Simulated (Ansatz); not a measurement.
Isolated molecules relaxed with PBE0-D4/def2-TZVP in Ansatz; ΔE leaves out vibrations. CCSD(T)/CBS adds triple-zeta CCSD(T) − MP2 to the extrapolated MP2 energy (def2 sets, frozen cores). For Ge outer-core shells are correlated without core-valence functions, which leaves a few kJ/mol of doubt a bond. Scalar relativity is left out up to krypton. Each species was taken in one conformer, which may not be the lowest.

Reaction (isomerisation): `C[O][Ge][S]C` → `CC(=S)[O][GeH3]`

| species | CCSD(T)/CBS(def2) energy (Eh) |
| --- | --- |
| `C[O][Ge][S]C` | -2628.80748 |
| `CC(=S)[O][GeH3]` | -2628.76657 |

**Question.** Work out ΔE.

**Answer.** ΔE = (-2628.76657) − (-2628.80748) = 0.04091 Eh = +107.4 kJ/mol.

Largest T1 diagnostic among the species: 0.015.

Leaving LDA and LC-ωPBE aside and taking each functional with its dispersion term where it has one, the values, not all of them listed here, spread over 39.2 kJ/mol, from B97M-V to BLYP-D4. LDA lies −17.4 kJ/mol from PBE without D4. From PBE to PBE0 (25 % exact exchange), in def2-TZVPP and without D4, ΔE moves by −5.9 kJ/mol.
